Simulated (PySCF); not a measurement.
Sn(F)(Cl)2(OH) (Cl₂FHOSn), SMILES [OH][Sn]([F])([Cl])[Cl].

Geometry optimised at B3LYP-D3(BJ)/def2-SVP. The structure was generated by enumeration; whether it is a known compound was not checked. The def2 effective core potentials stand for the cores of Sn; spin–orbit coupling is left out. Other conformers were not sampled.

Level of theory: PBE/def2-TZVP run with PySCF.

The molecule is in vacuum.

The total energy is -1310.07303 hartree. The point group is Cs and the highest occupied level comes out as -8.11 eV. The lowest empty level is -4.19 eV and the orbital gap is 3.92 eV. The dipole moment is 1.01 D. The quadrupole, principal values (traceless, Buckingham form, about the centre of nuclear charge) is -7.21, -0.25, 7.46 D·Å, the mean static polarisability is 66.1 bohr³ (9.79 Å³) and the polarisability, principal values comes out as 53.2, 66.8, 78.1 bohr³.
